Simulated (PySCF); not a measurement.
BeCl, SMILES [Cl][Be], multiplicity 2. Atoms are numbered in the order given.

```xyz
2

Be     0.0000     0.0000    -1.4683
Cl     0.0000     0.0000     0.3455
```
Charge 0, spin multiplicity 2.

Coordinates come from a B3LYP-D3(BJ)/def2-TZVPD optimisation. The spin state was assumed, not searched.

All values below come from B3LYP/def2-TZVPD in PySCF.

Mulliken values depend strongly on the basis, most of all with diffuse functions as here. ESP charges are fitted to the potential on shells at 1.4 to 2.0 van der Waals radii. Atomic charges (e):

```
atom  Mulliken  meta-Löwdin     ESP fit  Mulliken spin
----  --------  -----------  ----------  -------------
Be1      -0.02         0.77  (withheld)           0.92
Cl2       0.02        -0.77  (withheld)           0.08
```

**Question.** Some entries are withheld; supply them. (Estimate from the structure and the level; the computed values follow.)

**Answer.** 
- Be1, ESP fit: 0.15
- Cl2, ESP fit: -0.15
